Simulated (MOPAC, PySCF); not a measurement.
[Cd(Cl)(OH)], neutral singlet in the gas phase. 

Cartesian coordinates (Å):
```xyz
4

Cd    -0.0892     0.0131     0.0134
Cl     0.9458    -0.7479     1.9113
O     -0.9582     0.7935    -1.5836
H     -1.2923     0.0696    -2.1481
```
Charge 0, multiplicity 1.

All levels are single points at this geometry (TPSS-D3(BJ)/def2-SVP); Pople sets use spherical d functions. Orbital energies aren't observables, and empty levels follow the basis.

PM7 in MOPAC gives HOMO (eV) = -11.24.

Problem. Estimate the HOMO (eV) from each of these levels: PBE-D3(BJ)/def2-TZVP in PySCF; TPSSh-D3(BJ)/def2-TZVP in PySCF; B3LYP/6-311+G** (LANL2DZ on Cd) in PySCF; B3LYP/6-31G* (LANL2DZ on Cd) in PySCF; B3LYP/LANL2DZ in PySCF; BP86/6-31G* (LANL2DZ on Cd) in PySCF; M06-2X/6-31G* (LANL2DZ on Cd) in PySCF; PBE/6-31G* (LANL2DZ on Cd) in PySCF; SVWN5/6-31G* (LANL2DZ on Cd) in PySCF; HF/6-31G* (LANL2DZ on Cd) in PySCF; PM3 in MOPAC; PM6 in MOPAC.

Solution. 
| level | HOMO (eV) |
|---|---|
| PBE-D3(BJ)/def2-TZVP in PySCF | -6.77 |
| TPSSh-D3(BJ)/def2-TZVP in PySCF | -7.47 |
| B3LYP/6-311+G** (LANL2DZ on Cd) in PySCF | -8.13 |
| B3LYP/6-31G* (LANL2DZ on Cd) in PySCF | -7.68 |
| B3LYP/LANL2DZ in PySCF | -7.86 |
| BP86/6-31G* (LANL2DZ on Cd) in PySCF | -6.44 |
| M06-2X/6-31G* (LANL2DZ on Cd) in PySCF | -9.61 |
| PBE/6-31G* (LANL2DZ on Cd) in PySCF | -6.31 |
| SVWN5/6-31G* (LANL2DZ on Cd) in PySCF | -6.53 |
| HF/6-31G* (LANL2DZ on Cd) in PySCF | -11.92 |
| PM3 in MOPAC | -10.87 |
| PM6 in MOPAC | -10.80 |
